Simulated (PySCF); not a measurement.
SMILES F[Si](F)(F)[SiH2][CH2][GeH3] (CH7F3GeSi2) (GFN2-xTB optimised geometry):

```
14

F      2.747     2.129    -1.650
Si     2.592     0.553    -1.816
F      4.035     0.132    -2.343
F      1.716     0.460    -3.144
Si     1.838    -0.600     0.000
C     -0.062    -0.600     0.000
Ge    -0.834     1.217     0.000
H      2.332     0.027     1.237
H      2.324    -1.990    -0.027
H     -0.429    -1.140     0.872
H     -0.436    -1.130    -0.877
H     -0.383     1.990     1.197
H     -0.443     1.977    -1.223
H     -2.332     1.151     0.045
```

Calculation: PBE0/def2-TZVP in PySCF 2.14.0.

Q: What are the frontier orbital energies and the dipole moment?

A: HOMO-2 -9.74 eV, HOMO-1 -9.41 eV, HOMO -9.05 eV, LUMO -0.96 eV, LUMO+1 -0.76 eV; dipole moment 3.62 D.

Meta-Löwdin charges at PBE0/def2-TZVP: F1 -0.49, Si2 1.44, F3 -0.49, F4 -0.49, Si5 0.33, C6 -0.63, Ge7 0.35, H8 -0.07, H9 -0.07, H10 0.15, H11 0.14, H12 -0.06, H13 -0.05, H14 -0.05.
